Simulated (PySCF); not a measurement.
Computed properties of CH5N2S, SMILES NC([NH3+])=S, charge +1

CH5N2S, SMILES NC([NH3+])=S, charge +1. Coordinates come from a B3LYP-D3(BJ)/def2-SVP optimisation. The isomer is the one that the SMILES or the coordinates give; other isomers of the formula were not compared. Other conformers were not sampled. All values are computed for the isolated molecule unless a solvent is named; none is compared with measurement here.

**Structure.** The optimised structure has Cs symmetry. All 21 harmonic modes at B3LYP-D3(BJ)/def2-SVP (PySCF) are real, so it is a minimum. With heavy atoms numbered as in [NH2:1][C:2]([NH3+:3])=[S:4], the shortest bond between them is N1–C2 at 1.338 Å and the longest C2–S4 at 1.615 Å.

**Vibrations.** The strongest infrared lines (harmonic, unscaled, degenerate partners summed) lie at 1649 cm⁻¹ (253 km/mol, H 54 %, N 23 %, C 22 %), 3542 cm⁻¹ (194 km/mol, H 96 %), 1433 cm⁻¹ (177 km/mol, H 84 %, N 16 %). The softest mode is at 145 cm⁻¹ and the zero-point energy is 46.2 kcal/mol.

**Electronic structure.** CAM-B3LYP/def2-TZVP (PySCF) places the frontier levels at -13.22 and -5.35 eV, a gap of 7.87 eV and a mean polarisability of 46.1 bohr³.

**Excitations.** TDA-B3LYP/def2-SVPD (PySCF) has S1 at 3.51 eV (353 nm, f = 0.000, dark); the most intense of the 10 singlets computed lies at 6.80 eV (f = 0.19). T1 (TDA) is at 3.10 eV, 0.41 eV under S1. No vertical singlet excitation falls in the visible range (under 3.1 eV).

**NMR.** GIAO shifts at KT2/pcSseg-1 (PySCF) (non-relativistic, atoms alike by connectivity averaged): ¹³C at 149.8 ppm against TMS; ¹H from 6.0 to 6.5 ppm against TMS.
